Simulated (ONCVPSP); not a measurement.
# What one change does to a pseudopotential (Ti (Z = 22), ONCV)

```
Element                 : titanium (Ti)
Generator               : ONCVPSP 4.0.1
Type                    : optimised norm-conserving Vanderbilt (ONCV)
Functional              : revPBE
Relativity              : fully relativistic
Frozen core             : [Ne]
Valence charge          : 12
Reference configuration : 3s2 3p6 3d2.5 4s1.5
Partial waves           : 3s+4s: rc 1.45 bohr, ncon 4, nbas 7, qcut 6.5 1/bohr, 2 projectors; 3p: rc 1.65 bohr, ncon 4, nbas 9, qcut 7.6 1/bohr, 2 projectors, debl 1.7 Ha; 3d: rc 2.45 bohr, ncon 4, nbas 9, qcut 7 1/bohr, 2 projectors, debl 2 Ha
Local potential         : polynomial inside 1.10 bohr (lpopt 5, dvloc0 0 Ha)
Core correction         : polynomial model core, fcfact 0.3
```

Open shells are filled in proportion to 2j + 1.

Change: s: ncon 3, nbas 6.

Cutoffs: the cutoffs (Ha) at which the residual kinetic energy of the hardest occupied pseudo-wave falls to 1 and 0.1 mHa per electron; they do not see the model core or the augmentation charge, which bear on the density cutoff. Errors are all-electron minus pseudo energies relative to the spin-unpolarised reference configuration.

**Question.** What does the change do?

**Answer.** The potential gets softer (20 Ha and 48 Ha → 20 Ha and 23 Ha); the errors of the 4 common tests hardly move; neither file shows a bound ghost.

| quantity | base | changed |
| --- | --- | --- |
| cutoff, loose | 20 Ha | 20 Ha |
| cutoff, tight | 48 Ha | 23 Ha |
| loose cutoff by channel | s 19 Ha, p 20 Ha, d 17 Ha | s 17 Ha, p 20 Ha, d 17 Ha |
| bound ghosts | none | none |
| GHOST(+) flags under 300 eV | none | none |
| error for 3s2 3p6 3d2 4s2, meV [ΔE -0.36 eV] | +22 | +22 |
| error for 3s2 3p6 3d2 4s1, meV [ΔE 6.92 eV] | +11 | +11 |
| error for 3s2 3p6 3d2 4s0, meV [ΔE 20.35 eV] | -2.7 | -2.9 |
| error for 3s2 3p6 3d1 4s2, meV [ΔE 9.33 eV] | +340 | +340 |
| s: phases at 1.47 bohr within 0.05 rad from the reference energy up to (Ha; the scan ends near 5) | to the end of the scan | to the end of the scan |
| p3/2: phases at 1.68 bohr within 0.05 rad from the reference energy up to (Ha; the scan ends near 5) | to the end of the scan | to the end of the scan |
| p1/2: phases at 1.68 bohr within 0.05 rad from the reference energy up to (Ha; the scan ends near 5) | to the end of the scan | to the end of the scan |
| d5/2: phases at 2.49 bohr within 0.05 rad from the reference energy up to (Ha; the scan ends near 5) | 3.9 | 3.9 |
| d3/2: phases at 2.49 bohr within 0.05 rad from the reference energy up to (Ha; the scan ends near 5) | 3.9 | 3.9 |
| rms error of d²Exc/dni dnj with the model core, mHa | 5.01 | 4.94 |
